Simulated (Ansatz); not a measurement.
Reaction (ligand exchange at a Ge–O bond): `C[O][Ge][O]C` + H₂S → `C[O][Ge][SH]` + CH₃OH

Program: Ansatz. Geometries: PBE0-D4/def2-TZVP. ΔE: electronic, gas phase. CBS: MP2 limit from def2 TZ/QZ plus the TZ coupled-cluster correction, frozen cores. This one scheme is used for every species. Functionals use def2-TZVPP. B3LYP here is the variant with VWN-RPA as its local correlation; programs differ in this. For Ge outer-core shells are correlated without core-valence functions, which leaves a few kJ/mol of doubt a bond. Scalar relativity is left out up to krypton. Each species was taken in one conformer, which may not be the lowest.

```
             level  ΔE (kJ/mol)
            PBE-D4         -8.4
         r2SCAN-D4         -1.6
           PBE0-D4         -8.3
          B3LYP-D4         -0.8
      CAM-B3LYP-D4          8.0
            revPBE         -8.9
             B3LYP          0.4
CCSD(T)/def2-TZVPP          6.0
```

Problem. What does CCSD(T)/CBS give? (Best estimate.)

Solution. Computed: +1.7 kJ/mol. The listed levels differ from it by -10.1, -3.3, -10.0, -2.5, 6.3, -10.6, -1.3, 4.3 kJ/mol.

Largest T1 diagnostic among the species: 0.015.

Leaving LDA and LC-ωPBE aside and taking each functional with its dispersion term where it has one, the values, not all of them listed here, spread over 16.9 kJ/mol, from HSE06-D4 to CAM-B3LYP-D4. LDA lies +4.3 kJ/mol from PBE without D4. At CCSD(T), def2-SVP lies +12.4 kJ/mol from the extrapolated value and def2-TZVPP +4.3 kJ/mol.
